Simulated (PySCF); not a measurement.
Isomerisation enthalpies of C9H7N

**What was measured.**

From CRC Handbook of Chemistry and Physics, for the gas at 298.15 K: enthalpy of formation of `c1ccc2ncccc2c1` (quinoline) 200.5 kJ/mol; enthalpy of formation of `c1ccc2cnccc2c1` 204.6 kJ/mol.

The runs below try to reproduce these values; the comparison stands at the end.

Differences of these values give the isomerisation enthalpies. Geometries: GFN2-xTB; runs in PySCF, gas phase, with a dispersion term only where the level names one. Total electronic energies (Eh):

```csv
SMILES,PBE0/pcSseg-1
c1ccc2ncccc2c1,-401.40308
c1ccc2cnccc2c1,-401.40098
```

Zero-point and thermal terms are left out, so the computed numbers are electronic energies.

## Comparison

Relative to `c1ccc2ncccc2c1`, the lowest by measurement, in kJ/mol (measured: enthalpies at 298.15 K; computed: electronic energies):

```json
{"SMILES": "c1ccc2ncccc2c1", "measured": "0.0", "PBE0/pcSseg-1": "0.0"}
{"SMILES": "c1ccc2cnccc2c1", "measured": "4.1", "PBE0/pcSseg-1": "5.5"}
```

Measured values: 200.5 kJ/mol (298.15 K; CRC Handbook of Chemistry and Physics) for the first row; the others come from the same table. Unsigned miss: PBE0/pcSseg-1 1.4 kJ/mol. Where a level misses, the cause wasn't examined.
